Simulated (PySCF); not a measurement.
B2F4, SMILES FB(F)B(F)F (connectivity only; charge and spin as stated), charge +1, multiplicity 2. Atoms are numbered in the order given.

```xyz
6

F     -1.4825    -0.8601     0.8194
B     -1.0321     0.0000     0.0000
F     -1.4825     0.8601    -0.8194
B      1.0321     0.0000     0.0000
F      1.4825    -0.8601    -0.8194
F      1.4825     0.8601     0.8194
```
Charge +1, spin multiplicity 2.

Geometry optimised at B3LYP-D3(BJ)/def2-SVP. The spin state was assumed, not searched. One conformer was computed; it need not be the lowest.

All values below come from PySCF with PBE0/def2-TZVP.

The molecule is in vacuum.

### Question
Estimate the frontier levels, dipole moment and polarisability. (The exact figures need the calculation; the answer reports its results.)

### Answer

```yaml
"α spin, highest occupied and lowest empty level": -16.42 and -7.38 eV
"β spin, highest occupied and lowest empty level": -19.95 and -12.25 eV
dipole_moment_about_the_centre_of_nuclear_charge: 0.00 D
mean_static_polarisability: 26.5 bohr³ (3.92 Å³)
polarisability_principal_values: 23.2, 23.7, 32.5 bohr³
"⟨S²⟩": 0.752 (pure state 0.75)
```
